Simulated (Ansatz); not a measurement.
Reaction (cleavage of the B–Al bond): `[BH2][Al]([NH2])[NH2]` + `N=C=N` → `BN=C=N` + `[NH2][AlH][NH2]`

Program: Ansatz. Geometries: PBE0-D4/def2-TZVP. ΔE: electronic, gas phase. CCSD(T)/CBS is the MP2 limit (def2-TZVPP, def2-QZVPP) plus CCSD(T) − MP2 in def2-TZVPP, frozen cores. This one scheme is used for every species. Functionals use def2-TZVPP. B3LYP here is the variant with VWN-RPA as its local correlation; programs differ in this. One conformer a species, not always the lowest.

`[BH2][Al]([NH2])[NH2]`:

Z-matrix (Å, degrees):
```
B
Al 1 2.129
H 1 1.200 2 122.9
H 1 1.200 2 122.9 3 179.9
N 2 1.776 1 120.8 3 -40.3
N 2 1.776 1 120.8 3 139.8
H 5 1.007 2 126.5 1 -172.2
H 5 1.007 2 123.6 1 7.5
H 6 1.007 2 126.5 1 -172.2
H 6 1.007 2 123.6 1 7.5
```

`N=C=N`:

```xyz
5

N    -0.179    1.037    0.655
C    -0.133    0.057   -0.066
N    -0.242   -0.856   -0.863
H     0.662    1.569    0.827
H    -0.107   -1.807   -0.553
```

`BN=C=N`:

```xyz
7

B     1.541   -0.198    0.229
N     0.203    0.009   -0.074
C    -0.964    0.169   -0.277
N    -2.116    0.376   -0.625
H     1.836   -0.583    1.323
H     2.364    0.013   -0.611
H    -2.864    0.213    0.034
```

`[NH2][AlH][NH2]`:

```xyz
8

N     1.073   -1.101   -0.271
Al    0.346    0.488    0.008
N    -1.397    0.643    0.264
H     0.588   -1.982   -0.304
H     2.058   -1.242   -0.421
H     1.260    1.777    0.028
H    -2.070   -0.106    0.271
H    -1.859    1.523    0.426
```

| level | ΔE (kcal/mol) | difference from CCSD(T)/CBS |
| --- | --- | --- |
| revPBE-D4 | -36.4 | -0.8 |
| r2SCAN-D4 | -38.2 | -2.6 |
| PBE0-D4 | -36.8 | -1.2 |
| B3LYP-D4 | -38.8 | -3.2 |
| r2SCANh-D4 | -38.2 | -2.6 |
| r2SCAN0-D4 | -38.1 | -2.5 |
| ωB97M-V | -37.3 | -1.7 |
| B2PLYP | -38.5 | -2.9 |
| revPBE | -36.0 | -0.4 |
| BHLYP | -39.1 | -3.5 |
| RPA@PBE/def2-TZVPP | -34.1 | 1.5 |
| CCSD(T)/def2-SVP | -40.1 | -4.5 |
| MP2/def2-TZVPP | -38.2 | -2.6 |
| CCSD/def2-TZVPP | -35.4 | 0.2 |
| MP2/def2-QZVPP | -38.3 | -2.7 |
| SCS-MP2/def2-QZVPP | -37.5 | -1.9 |
| CCSD(T)/CBS | -35.6 | 0 |

Largest T1 diagnostic among the species: 0.017.

Leaving LDA and LC-ωPBE aside and taking each functional with its dispersion term where it has one, the values, not all of them listed here, spread over 4.5 kcal/mol, from B97M-V to ωB97X-V. LDA lies −3.5 kcal/mol from PBE without D4. At CCSD(T), def2-SVP lies −4.5 kcal/mol from the extrapolated value and def2-TZVPP +0.1 kcal/mol.
